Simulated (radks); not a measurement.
Results of a calculation; reference values are marked as such.
Initial-state core-level shifts of neutral promethium when its valence configuration changes from [Xe] 4f5 6s2. Code: a radial shooting solver on a logarithmic mesh with Libxc functionals. Model: scalar-relativistic Kohn-Sham, BLYP, spin-polarised, spherical densities, point nucleus; open shells are filled with parallel spins first (spin-orbit coupling, left out, can overturn this in heavy ions). Shifts are changes of the shell-averaged eigenvalues in eV (positive: less bound).

valence                   4s       4p       4d      5p
4f4 5d1 6s2           -7.333   -7.161   -6.852  -2.725
4f5 5d2               +1.769   +1.789   +1.830  +2.017
4f3 5d4              -12.025  -11.609  -10.878  -1.928
4f5 5d1 6s1           +1.166   +1.179   +1.204  +1.322
4f4 6s2 6p1          -10.536  -10.370  -10.076  -5.760
4f3 5d2 6s2          -15.680  -15.270  -14.554  -5.352
4f5 5d0.5 6s1.5       +0.638   +0.644   +0.657  +0.710
4f4 5d0.5 6s1.5 6p1   -9.435   -9.266   -8.963  -4.732
